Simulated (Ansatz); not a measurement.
Frontier orbitals of CH₃Cl₂FO₂W (`C[O][W](=[O])([F])([Cl])[Cl]`).

Cartesian coordinates in Å:
```
C -1.720 0.074 -0.136
O -0.407 0.140 -0.609
W 1.345 -0.020 -0.071
O 2.141 0.266 -1.519
F 2.776 -0.305 1.089
Cl 1.076 1.950 1.091
Cl 0.965 -2.277 0.193
H -1.909 -0.922 0.277
H -1.863 0.825 0.648
H -2.404 0.268 -0.963
```

Total charge 0; spin multiplicity 1. Correlated methods include outer-core shells of W, which these sets cover unevenly. W takes the def2 core potential. The geometry is a stationary point of PBE0-D4/def2-TZVP. It is one conformer, not always the lowest. Basis def2-TZVPP, Ansatz.

Orbital energies of one run (eV). Highest occupied ones, from the top: -11.51, -12.00, -12.06, -12.21, -12.41, -12.51, -13.42, -13.94, -14.70, -15.10, -15.18, -15.55, -15.83, -16.09. Empty: -1.39, -0.18, 0.35, 0.45, 1.86, 2.66.

Q: Which functional gave them?
A. ωB97X-V
B. BHLYP
C. r2SCANh
D. BLYP

A: A. HOMO energies: ωB97X-V -11.51, r2SCANh -8.56, BLYP -7.51, BHLYP -10.46 eV.
